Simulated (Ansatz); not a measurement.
Reaction (formal exchange of groups at the Al–C bond): `[NH2][AlH][CH2][GeH3]` + `CNCO` → `C[NH][AlH][NH2]` + `OC[CH2][GeH3]`

Calculated with Ansatz (gas phase, PBE0-D4/def2-TZVP geometries, no zero-point term in ΔE). CCSD(T)/CBS is the MP2 limit (def2-TZVPP, def2-QZVPP) plus CCSD(T) − MP2 in def2-TZVPP, frozen cores. DFT in def2-TZVPP. B3LYP here is the variant with VWN-RPA as its local correlation; programs differ in this. For Ge outer-core shells are correlated without core-valence functions, which leaves a few kJ/mol of doubt a bond. Scalar relativity is left out up to krypton. One conformer a species, not always the lowest.

`[NH2][AlH][CH2][GeH3]`:

Cartesian coordinates in Å:
```
N 0.614 1.683 1.295
Al -0.165 1.468 -0.278
C 0.018 -0.255 -1.169
Ge -0.327 -1.787 -0.010
H 1.142 0.978 1.783
H 0.584 2.531 1.837
H -0.984 2.694 -0.861
H 1.040 -0.366 -1.549
H -0.651 -0.317 -2.033
H 0.669 -1.793 1.168
H -1.751 -1.709 0.577
H -0.188 -3.127 -0.759
```

`CNCO`:

```xyz
11

C    -0.035   -0.529   -1.339
N     0.202   -0.558    0.088
C    -0.059    0.695    0.746
O     0.001    0.543    2.135
H     0.205   -1.502   -1.770
H     0.545    0.236   -1.880
H    -1.094   -0.336   -1.529
H     1.153   -0.847    0.286
H    -1.049    1.038    0.409
H     0.667    1.487    0.507
H    -0.536   -0.228    2.348
```

`C[NH][AlH][NH2]`:

Z-matrix (Å, degrees):
```
C
N 1 1.445
H 1 1.097 2 112.6
H 1 1.097 2 112.6 3 121.8
H 1 1.093 2 110.2 3 -119.1
Al 2 1.771 1 129.3 3 118.4
H 2 1.009 1 112.0 3 -61.4
N 6 1.770 2 120.2 1 0.0
H 6 1.580 2 119.6 1 179.9
H 8 1.007 6 123.3 2 179.8
H 8 1.006 6 126.7 2 -0.2
```

`OC[CH2][GeH3]`:

```xyz
12

O    -1.535   -1.292    1.247
C    -0.984   -0.566    0.163
C     0.371   -0.051    0.578
Ge    1.264    0.982   -0.827
H    -2.398   -1.622    0.987
H    -1.638    0.274   -0.112
H    -0.886   -1.210   -0.723
H     1.017   -0.889    0.854
H     0.270    0.585    1.462
H     0.415    2.206   -1.216
H     2.636    1.467   -0.330
H     1.469    0.114   -2.083
```

```tsv
level	ΔE (kcal/mol)	difference from CCSD(T)/CBS
PBE-D4	-15.2	2.4
r2SCAN-D4	-16.5	1.1
PBE0-D4	-15.5	2.1
B3LYP-D4	-17.3	0.3
ωB97X-V	-16.6	1.0
ωB97M-V	-16.6	1.0
B2PLYP	-17.7	-0.1
PBE	-15.4	2.2
r2SCAN	-16.5	1.1
PBE0	-15.7	1.9
B3LYP	-17.5	0.1
HF/def2-TZVPP	-17.8	-0.2
MP2/def2-TZVPP	-17.7	-0.1
SCS-MP2/def2-TZVPP	-18.0	-0.4
CCSD/def2-TZVPP	-17.4	0.2
CCSD(T)/def2-TZVPP	-16.9	0.7
HF/def2-QZVPP	-18.1	-0.5
MP2/def2-QZVPP	-18.2	-0.6
SCS-MP2/def2-QZVPP	-18.5	-0.9
HF/CBS(def2)	-18.2	-0.6
MP2/CBS(def2)	-18.4	-0.8
CCSD/CBS(def2)	-18.1	-0.5
CCSD(T)/CBS	-17.6	0
```

Largest T1 diagnostic among the species: 0.011.
